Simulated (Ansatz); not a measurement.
2,2-difluoro-1-silylethanone (C2H4F2OSi), SMILES O=C([SiH3])C(F)F.

The structure is a stationary point at PBE-D3(BJ)/def2-SVP. Other conformers were not sampled.

Two levels are set side by side: PBE/def2-TZVPD (Ansatz, a program for electronic structure) and PBE0/def2-TZVPD (Ansatz). Energy differences of separate SCF runs at the same geometry; the states with an electron removed or added have multiplicity 2 and 2. Differences are taken from unrounded values.

| quantity | PBE0 |
|---|---|
| vertical ionisation energy (eV) | 9.84 |
| vertical electron affinity (eV) | 0.31 |
| vertical singlet–triplet gap (eV) | 2.53 |

Problem. What does PBE give, and how far is it from PBE0? (An estimate is asked for; the answer gives what the named calculation found.)

Solution. 
| quantity | PBE | PBE minus PBE0 |
|---|---|---|
| vertical ionisation energy (eV) | 9.54 | -0.30 |
| vertical electron affinity (eV) | 0.35 | 0.03 |
| vertical singlet–triplet gap (eV) | 2.51 | -0.03 |
